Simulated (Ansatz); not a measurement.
C$_{2}$H$_{7}$O (SMILES CC[OH2+]), charge +1, singlet, at a GFN2-xTB geometry; WB97X/6-31G** in Ansatz (a quantum-chemistry and plane-wave program).

Ansatz was given this input:
Ansatz 0.2 input:
```yaml
crystal:
  periodic: [false, false, false]
  atoms:
    - {symbol: C, position_ang: [1.22900215, -0.37604417, -0.00661468]}
    - {symbol: C, position_ang: [0.08246987, 0.60103209, -0.00155391]}
    - {symbol: O, position_ang: [-1.18718715, -0.17976873, -0.07214047]}
    - {symbol: H, position_ang: [-1.97465717, 0.38511414, 0.07508639]}
    - {symbol: H, position_ang: [0.07674269, 1.22024625, 0.89741563]}
    - {symbol: H, position_ang: [0.08228151, 1.22946963, -0.89318817]}
    - {symbol: H, position_ang: [2.16469576, 0.17583635, -0.02936964]}
    - {symbol: H, position_ang: [1.23247722, -0.99483360, 0.88818561]}
    - {symbol: H, position_ang: [1.19569027, -1.01022081, -0.88852026]}
    - {symbol: H, position_ang: [-1.14856530, -0.91738972, 0.57652583]}
basis:
  gaussian:
    orbitals: 6-31G__.json
hamiltonian:
  xc: {name: wB97X}
total_charge: 1
accuracy: high
```
The basis file holds 6-31G** in the JSON format of the Basis Set Exchange.

Write the output that Ansatz gives for this input, abridged.


```
Functional definition: wB97X
1913 factors; integrals over basis functions are off by at most 3.6e-9 eV
299 factors; integrals over basis functions are off by at most 2.0e-9 eV
mean field evaluation 1: about -4220.5724 eV, gradient 5.5e1 eV
mean field evaluation 2: about -4222.8086 eV, gradient 4.6e1 eV
mean field evaluation 4: about -4226.3358 eV, gradient 1.3e0 eV
mean field evaluation 8: about -4226.3398 eV, gradient 7.2e-3 eV
mean field evaluation 16: about -4226.3398 eV, gradient 7.9e-7 eV
mean field -4226.33979632 eV, -155.3151227986 hartree, gradient 5.8e-8 eV, S^2 0.000000; 0 other end points of the search recorded, 0 dependent functions left out
reference -4226.33979438 eV, -155.3151227273 hartree; 13, 13 occupied and 67, 67 virtual orbitals, 1913 factors
Total energy: -4226.33979438 eV, -155.3151227273 hartree
```
